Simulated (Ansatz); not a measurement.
Z-matrix (Å, degrees):
```
C
S 1 1.805
Ga 1 2.036 2 117.6
O 1 1.198 2 119.6 3 -180.0
H 2 1.342 1 95.5 3 -0.0
H 3 1.561 1 117.8 2 -179.9
H 3 1.571 1 117.2 2 0.1
```

Total charge 0; spin multiplicity 1.

(1) List the r2SCAN/def2-TZVPP orbital energies in eV (Ansatz). (An estimate is asked.)

## Answers

(1) The calculation gave: Occupied: -10122.90, -2409.75, -1245.11, -1101.56, -1101.44, -1101.43, -516.09, -276.06, -214.17, -158.25, -158.15, -158.06, -148.66, -101.66, -101.30, -101.27, -28.09, -21.25, -21.09, -21.06, -20.97, -20.93, -20.00, -14.37, -12.73, -11.34, -10.63, -10.29, -9.54, -8.17, -7.02, -5.84. Lowest empty: -3.31, -1.01, -0.90, 0.08, 1.46, 1.64, 2.08, 3.39.
